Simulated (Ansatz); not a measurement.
Frontier orbitals of C$_{2}$H$_{7}$GeIn.

| atom | x (Å) | y (Å) | z (Å) |
| --- | --- | --- | --- |
| C1 | 0.7636 | 0.3982 | -1.8441 |
| C2 | -0.4485 | 0.7153 | -1.3832 |
| In3 | -0.5809 | 2.5294 | -0.0758 |
| Ge4 | -0.2113 | -0.8655 | 1.8109 |
| H5 | 1.6558 | 0.9690 | -1.5753 |
| H6 | 0.9584 | -0.4402 | -2.5143 |
| H7 | -1.2740 | 0.0806 | -1.7148 |
| H8 | -0.5179 | 0.6478 | 1.9036 |
| H9 | -1.2227 | -1.5323 | 0.8744 |
| H10 | -0.3403 | -1.4535 | 3.2254 |
| H11 | 1.2179 | -1.0487 | 1.2933 |

Charge 0, multiplicity 1. Correlated methods include outer-core shells of Ge, In, which these sets cover unevenly. Scalar relativity is left out up to krypton. In takes the def2 core potential. The bonds changed during the relaxation, so this is another structure than the one it started from. The structure was optimised at the PBE0-D4/def2-TZVP level. It is one conformer, not always the lowest. Basis def2-TZVPP, Ansatz.

| functional | HOMO (eV) | LUMO (eV) |
| --- | --- | --- |
| PBE | -4.65 | -2.22 |

Q: Give HOMO and LUMO (eV) with LDA (SPW92), revPBE, BLYP, r2SCAN, B97M-V, PBE0, B3LYP, r2SCANh, r2SCAN0, HSE06 (plane-wave form), BHLYP, CAM-B3LYP, LC-ωPBE, ωB97X-V, ωB97M-V, HF. (Estimate.)

A: The calculation gave: 
```
             functional   HOMO   LUMO
            LDA (SPW92)  -4.82  -2.48
                 revPBE  -4.59  -2.11
                   BLYP  -4.55  -2.18
                 r2SCAN  -4.86  -2.05
                 B97M-V  -4.79  -2.26
                   PBE0  -5.60  -1.55
                  B3LYP  -5.47  -1.80
                r2SCANh  -5.22  -1.81
                r2SCAN0  -5.76  -1.46
HSE06 (plane-wave form)  -5.22  -1.91
                  BHLYP  -6.46  -0.93
              CAM-B3LYP  -6.81  -0.76
                LC-ωPBE  -7.94   0.26
                ωB97X-V  -7.68   0.13
                ωB97M-V  -7.63  -0.11
                     HF  -7.59   0.69
```

B3LYP here is the variant with VWN-RPA as its local correlation; programs differ in this. LC-ωPBE has ω = 0.4 bohr⁻¹.
